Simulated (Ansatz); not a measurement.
Input file for `BC[SiH](F)Cl`:

```yaml
crystal:
  periodic: [false, false, false]
  atoms:
    - {symbol: B, position_ang: [-0.569491, 0.920915, 1.136191]}
    - {symbol: C, position_ang: [-0.399863, -0.477708, 0.506856]}
    - {symbol: Si, position_ang: [0.698514, -0.402739, -0.987048]}
    - {symbol: F, position_ang: [0.711910, -1.834734, -1.682326]}
    - {symbol: Cl, position_ang: [-0.018340, 0.935829, -2.352542]}
    - {symbol: H, position_ang: [-1.530119, 1.589247, 0.894709]}
    - {symbol: H, position_ang: [0.285104, 1.370459, 1.844342]}
    - {symbol: H, position_ang: [-1.332342, -0.933909, 0.159983]}
    - {symbol: H, position_ang: [0.142611, -1.174812, 1.158984]}
    - {symbol: H, position_ang: [2.095118, -0.043748, -0.676148]}
basis:
  gaussian: {orbitals: def2-TZVPP}
correlation: {method: ccsd_t}
output: {orbitals: {seedname: orbitals}}
```

```sh
$ ansatz run in.yaml --threads 4 --pin off --events-out ev --progress --plain
```

Output of Ansatz, abridged:

```
Functional definition: HF
1453 factors; integrals over basis functions are off by at most 1.1e-3 eV
mean field evaluation 1: about -24855.5594 eV, gradient 3.7e1 eV
mean field evaluation 2: about -24855.7785 eV, gradient 3.7e1 eV
mean field evaluation 4: about -24858.9426 eV, gradient 3.7e0 eV
mean field evaluation 8: about -24858.9999 eV, gradient 2.5e-1 eV
mean field -24859.00026293 eV, -913.5514096271 hartree, gradient 4.0e-6 eV, S^2 0.000000; 0 other end points of the search recorded, 0 dependent functions left out
13 core orbitals not correlated: weight in the atoms' cores, before any rotation towards them, 1.000 or more for the frozen orbitals, at most 0.000 for the correlated occupied ones
reference -24859.00026293 eV, -913.5514096271 hartree; 15, 15 occupied and 219, 219 virtual orbitals, 1453 factors
second order -22.59795610 eV of doubles, -0.00000000 eV of singles
cycle   1  -23.35440027 eV  change   -7.6e-1 eV  update   9.6e-2
cycle   2  -23.86145004 eV  change   -5.1e-1 eV  update   2.8e-2
cycle   3  -23.97121844 eV  change   -1.1e-1 eV  update   1.4e-2
cycle   4  -23.96228780 eV  change    8.9e-3 eV  update   3.4e-3
cycle   5  -23.95952165 eV  change    2.8e-3 eV  update   1.6e-3
cycle   6  -23.95986357 eV  change   -3.4e-4 eV  update   5.7e-4
cycle   7  -23.95971967 eV  change    1.4e-4 eV  update   2.5e-4
cycle   8  -23.95963036 eV  change    8.9e-5 eV  update   8.3e-5
cycle   9  -23.95966088 eV  change   -3.1e-5 eV  update   3.6e-5
cycle  10  -23.95967789 eV  change   -1.7e-5 eV  update   1.4e-5
perturbative correction -0.86303854 eV, -0.0317160814 hartree
Total energy: -24883.82297936 eV, -914.4636276303 hartree
```

Run time 2.1 min (4 threads of a server CPU on a shared host); peak host memory 5 GiB.

MP2 recovers 91.0 % of the CCSD(T) correlation energy and the triples give 3.5 %; T1 = 0.0108.
